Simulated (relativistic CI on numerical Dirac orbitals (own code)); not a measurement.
## Tc2+: 3d photoemission

Computed with this model: Dirac-Coulomb-Breit CI, orbitals from a KLI potential per configuration, a model potential for QED, valence Slater integrals scaled by 0.7, multiplet model of photoemission in the sudden approximation; configurations [Kr] 4d5 → [Ar] 3d9 4s2 4p6 4d5; 300 K; Lorentzian 0.21 eV and Gaussian 0.5 eV FWHM. Energies are those of the free ion, without screening or charge transfer. The energies are binding energies and can lie tens of eV above those of solids. S is read from ⟨S²⟩ = S(S + 1).

Field parameters in Wybourne normalisation: D4h B²₀ = −7Ds, B⁴₀ = 21(Dq − Dt), B⁴₄ = 21√(5/14) Dq. The field is a parameter set, without covalency.

Computed curve for free ion, scaled to 100 at the maximum (points under 2 are left out and the grid is thinned):

```
Energy (eV)  Intensity
      280.4        2.0
      280.6        2.8
      280.7        3.4
      280.9        5.6
      281.0        7.9
      281.2       18.9
      281.4       44.7
      281.5       62.0
      281.7       90.9
      281.8       98.0
      282.0       98.3
      282.2       87.0
      282.3       78.0
      282.5       53.8
      282.6       40.7
      282.8       19.5
      282.9       12.9
      283.1        6.2
      283.3        3.9
      283.4        3.4
      283.6        2.8
      283.7        2.8
      283.9        3.0
      284.1        3.8
      284.2        4.4
      284.4        6.5
      284.5        8.6
      284.7       17.4
      284.9       36.1
      285.0       47.7
      285.2       61.6
      285.3       58.7
      285.5       39.1
      285.7       22.8
      285.8       19.6
      286.0       19.6
      286.1       20.7
      286.3       21.6
      286.5       19.5
      286.6       17.7
      286.8       13.7
      286.9       11.7
      287.1        8.5
      287.3        6.6
      287.4        5.8
      287.6        4.0
      287.7        3.2
      287.9        2.0
      289.8        2.2
      290.0        2.7
      290.2        3.6
      290.3        4.3
      290.5        6.4
      290.6        7.9
      290.8        9.8
      291.0        8.5
      291.1        6.9
      291.3        4.0
      291.4        3.1
      291.6        2.0
```

The ground state has S = 2.49, and the centroid lies at 283.85 eV.
